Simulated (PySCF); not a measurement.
**Radial density of Br²⁹⁺ (bromine, charge +29)**

UHF, [He] 2s2 2p2, high-spin 3P determinant. Computed with PySCF 2.14 in an even-tempered Gaussian basis (17 s from 8.7 bohr⁻², ratio 2.2; 11 p from 11 bohr⁻², ratio 2.2; 6 d from 46 bohr⁻², ratio 2.4; 5 f from 69 bohr⁻², ratio 2.4; 4 g from 100 bohr⁻², ratio 2.4), with the non-relativistic Hamiltonian (point nucleus).

```
r (bohr)  4πr²ρ (e/bohr)  4πr²(ρα − ρβ)
0.000792          0.2205         0.0000
 0.00133          0.6008         0.0000
 0.00224           1.595         0.0001
 0.00377           4.055         0.0006
 0.00634           9.581         0.0044
  0.0107           20.02         0.0298
  0.0179           34.01         0.1856
  0.0302           40.95         0.9779
  0.0507           29.59         3.9165
  0.0853           19.55         9.9775
   0.144           24.36        11.9667
   0.241           10.49         4.0531
   0.406          0.4955         0.1651
   0.683       0.0008045         0.0002
```

Spin-orbit coupling is strong in this species (close to jj coupling), so the high-spin LS determinant is a model state, not a physical level.
